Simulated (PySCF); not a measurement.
Record of a relaxation.

2-thiophenemethanethiol, C5H6S2.
Numbering: `[SH:1][CH2:2][c:3]1[cH:4][cH:5][cH:6][s:7]1` (hydrogens: H8 on S1; H9, H10 on C2; H11 on C4; H12 on C5; H13 on C6)

Method: PBE0-D3(BJ)/def2-SVP geometry optimisation, gas phase (PySCF 2.14.0); density fitting, grid level 2; the optimiser is geomeTRIC in internal coordinates, started from a GFN2-xTB structure. 8 of its 11 geometries are shown. The frame can shift and turn from step to step; on so coarse a grid that alone can change the energy by a few meV, and forces under 0.02 eV/Å are noise.

Step 0: E = -26929.0937 eV, largest atomic force 0.868 eV/Å
```
atom  x, y, z in Å  |  force x, y, z in eV/Å
S1     -2.766    0.554    0.655   -0.299   0.328  -0.514
C2     -1.695   -0.151   -0.676   -0.231   0.258   0.796
C3     -0.259    0.051   -0.393   -0.143   0.298  -0.436
C4      0.569   -0.757    0.327    0.110   0.024  -0.065
C5      1.880   -0.246    0.438   -0.053  -0.100   0.083
C6      2.029    0.946   -0.194   -0.275   0.363  -0.274
S7      0.573    1.472   -0.938   -0.045  -0.273   0.155
H8     -2.224   -0.149    1.648    0.227  -0.272   0.360
H9     -2.009    0.373   -1.577   -0.150   0.042  -0.342
H10    -1.939   -1.210   -0.758    0.019  -0.274  -0.216
H11     0.255   -1.691    0.759   -0.218  -0.505   0.207
H12     2.673   -0.745    0.965    0.470  -0.241   0.275
H13     2.907    1.554   -0.273    0.588   0.353  -0.027
```

Step 1: E = -26929.1575 eV, largest atomic force 0.196 eV/Å
```
atom  x, y, z in Å  |  force x, y, z in eV/Å
S1     -2.756    0.742    0.620    0.101  -0.116   0.121
C2     -1.671   -0.091   -0.598   -0.019   0.048  -0.167
C3     -0.214    0.089   -0.355    0.004   0.030   0.055
C4      0.638   -0.754    0.317   -0.047  -0.094   0.029
C5      1.959   -0.243    0.430    0.092  -0.043   0.033
C6      2.097    0.985   -0.161    0.008   0.027   0.021
S7      0.616    1.523   -0.842   -0.017   0.052  -0.036
H8     -2.240    0.099    1.697   -0.086   0.106  -0.074
H9     -1.971    0.347   -1.565    0.020  -0.063   0.056
H10    -1.912   -1.164   -0.641    0.001   0.028   0.025
H11     0.317   -1.718    0.722    0.013   0.033  -0.025
H12     2.778   -0.763    0.930   -0.025   0.009  -0.034
H13     2.993    1.602   -0.231   -0.044  -0.017  -0.005
```

Step 3: E = -26929.1619 eV, largest atomic force 0.154 eV/Å
```
atom  x, y, z in Å  |  force x, y, z in eV/Å
S1     -2.764    0.756    0.594   -0.074   0.079  -0.101
C2     -1.668   -0.102   -0.596    0.017  -0.016   0.085
C3     -0.214    0.087   -0.341   -0.015   0.011   0.003
C4      0.643   -0.770    0.309    0.063   0.103  -0.096
C5      1.964   -0.250    0.417    0.053  -0.036   0.038
C6      2.092    0.995   -0.141   -0.104  -0.093  -0.005
S7      0.604    1.537   -0.804   -0.037   0.035   0.007
H8     -2.264    0.182    1.705    0.064  -0.056   0.050
H9     -1.964    0.306   -1.572   -0.007   0.014  -0.045
H10    -1.903   -1.176   -0.611   -0.001  -0.019   0.019
H11     0.333   -1.746    0.683    0.000  -0.013   0.014
H12     2.792   -0.781    0.886    0.026  -0.016   0.026
H13     2.982    1.618   -0.208    0.016   0.007   0.006
```

Step 4: E = -26929.1652 eV, largest atomic force 0.143 eV/Å
```
atom  x, y, z in Å  |  force x, y, z in eV/Å
S1     -2.776    0.778    0.567   -0.069   0.077  -0.098
C2     -1.670   -0.112   -0.590    0.021  -0.038   0.118
C3     -0.218    0.081   -0.329    0.050   0.054  -0.023
C4      0.654   -0.780    0.293    0.023  -0.009  -0.014
C5      1.973   -0.257    0.411   -0.053  -0.001  -0.068
C6      2.086    0.997   -0.127   -0.096  -0.034   0.011
S7      0.588    1.547   -0.762    0.018   0.056  -0.014
H8     -2.266    0.246    1.694    0.059  -0.057   0.091
H9     -1.963    0.272   -1.576    0.015   0.011  -0.083
H10    -1.905   -1.186   -0.578   -0.003  -0.022   0.015
H11     0.352   -1.767    0.645   -0.007  -0.038   0.028
H12     2.808   -0.793    0.863    0.018  -0.020   0.025
H13     2.971    1.628   -0.190    0.023   0.019   0.013
```

Step 6: E = -26929.1754 eV, largest atomic force 0.104 eV/Å
```
atom  x, y, z in Å  |  force x, y, z in eV/Å
S1     -2.808    0.891    0.421    0.066  -0.023   0.028
C2     -1.674   -0.174   -0.543   -0.056   0.016   0.015
C3     -0.229    0.058   -0.279    0.058   0.047  -0.018
C4      0.691   -0.841    0.199    0.005  -0.102   0.016
C5      1.999   -0.294    0.336   -0.058  -0.004  -0.012
C6      2.046    1.021   -0.036    0.001   0.084  -0.031
S7      0.510    1.599   -0.550    0.032   0.012   0.027
H8     -2.261    0.613    1.626   -0.039   0.006  -0.019
H9     -1.937    0.049   -1.590    0.017  -0.030  -0.008
H10    -1.904   -1.234   -0.365   -0.014   0.006  -0.006
H11     0.431   -1.874    0.438    0.004  -0.004   0.008
H12     2.865   -0.851    0.696   -0.017   0.006   0.002
H13     2.904    1.694   -0.030    0.000  -0.013  -0.003
```

Step 7: E = -26929.1766 eV, largest atomic force 0.044 eV/Å
```
atom  x, y, z in Å  |  force x, y, z in eV/Å
S1     -2.811    0.913    0.389    0.031   0.000  -0.007
C2     -1.673   -0.184   -0.532   -0.030   0.021   0.018
C3     -0.229    0.054   -0.265    0.013   0.007   0.014
C4      0.700   -0.855    0.181   -0.004   0.004  -0.005
C5      2.003   -0.298    0.319    0.005  -0.018  -0.012
C6      2.040    1.026   -0.022   -0.001   0.041   0.016
S7      0.495    1.608   -0.498    0.007  -0.033  -0.013
H8     -2.279    0.677    1.608   -0.017  -0.013  -0.015
H9     -1.924    0.002   -1.588   -0.004  -0.011   0.009
H10    -1.908   -1.238   -0.322   -0.002   0.001  -0.002
H11     0.450   -1.895    0.398    0.003   0.006  -0.002
H12     2.876   -0.857    0.660   -0.003   0.004  -0.004
H13     2.894    1.703   -0.007    0.002  -0.008   0.004
```

Step 9: E = -26929.1778 eV, largest atomic force 0.037 eV/Å
```
atom  x, y, z in Å  |  force x, y, z in eV/Å
S1     -2.812    0.942    0.350   -0.008   0.017  -0.013
C2     -1.672   -0.190   -0.516    0.022  -0.003  -0.009
C3     -0.227    0.049   -0.248   -0.014  -0.002   0.007
C4      0.712   -0.863    0.168    0.002   0.016  -0.013
C5      2.013   -0.301    0.301    0.014   0.007   0.018
C6      2.039    1.032   -0.008    0.000  -0.036  -0.005
S7      0.486    1.612   -0.459   -0.014   0.009  -0.002
H8     -2.330    0.711    1.590    0.000  -0.011   0.009
H9     -1.911   -0.041   -1.582   -0.011   0.003   0.002
H10    -1.917   -1.236   -0.277    0.008  -0.002   0.008
H11     0.470   -1.909    0.367   -0.001  -0.001  -0.002
H12     2.892   -0.862    0.622    0.004  -0.002   0.001
H13     2.890    1.711    0.015   -0.002   0.005  -0.001
```

Step 10: E = -26929.1780 eV, largest atomic force 0.025 eV/Å
```
atom  x, y, z in Å  |  force x, y, z in eV/Å
S1     -2.813    0.956    0.332   -0.007   0.008   0.000
C2     -1.671   -0.192   -0.510    0.017  -0.012  -0.014
C3     -0.226    0.050   -0.241   -0.008  -0.001  -0.002
C4      0.717   -0.865    0.162    0.003   0.002   0.006
C5      2.018   -0.303    0.296   -0.001   0.007  -0.002
C6      2.040    1.033   -0.004    0.008  -0.019   0.000
S7      0.484    1.615   -0.442   -0.005   0.011   0.001
H8     -2.361    0.718    1.582    0.002  -0.003   0.003
H9     -1.906   -0.060   -1.578   -0.005   0.004   0.001
H10    -1.916   -1.233   -0.255    0.000   0.001   0.006
H11     0.478   -1.913    0.352   -0.002  -0.001   0.000
H12     2.900   -0.864    0.608    0.001  -0.002   0.000
H13     2.890    1.713    0.021   -0.003   0.005   0.001
```

Question: Summarise the path.

Answer: The energy falls by 8.14 kJ/mol from step 0 to step 10; nine tenths of that is first reached at step 5. It falls at every step. The largest force goes from 0.868 to 0.025 eV/Å. Among the bonds S1–C2 changes most, from 1.848 to 1.825 Å; the atoms move by 0.434 Å rms after alignment.

Question: Follow the three bonds and two angles with the largest change from start to end.

Answer: 
```tsv
step	E above end (kJ/mol)	largest force (eV/Å)	S1–C2 (Å)	S1–H8 (Å)	C6–H13 (Å)	S1–C2–H10 (°)	H9–C2–H10 (°)
0	8.14	0.868	1.848	1.331	1.072	107.2	109.9
1	1.98	0.196	1.832	1.356	1.090	109.8	107.1
2	1.70	0.090	1.832	1.350	1.089	109.8	107.0
3	1.56	0.154	1.832	1.347	1.089	109.7	107.1
4	1.24	0.143	1.831	1.346	1.088	109.8	107.1
5	0.66	0.113	1.830	1.348	1.089	110.0	107.3
6	0.25	0.104	1.830	1.352	1.090	110.2	107.3
7	0.13	0.044	1.829	1.351	1.089	110.2	107.2
8	0.07	0.035	1.827	1.350	1.089	110.3	107.0
9	0.02	0.037	1.825	1.350	1.089	110.3	106.9
10	0.00	0.025	1.825	1.351	1.089	110.4	106.9
```

What follows is the cost of the whole optimisation. The run took 99 s wall on one thread, Arm Neoverse V1 (aarch64), on a shared host, and the process peaked at 0.69 GiB of memory.
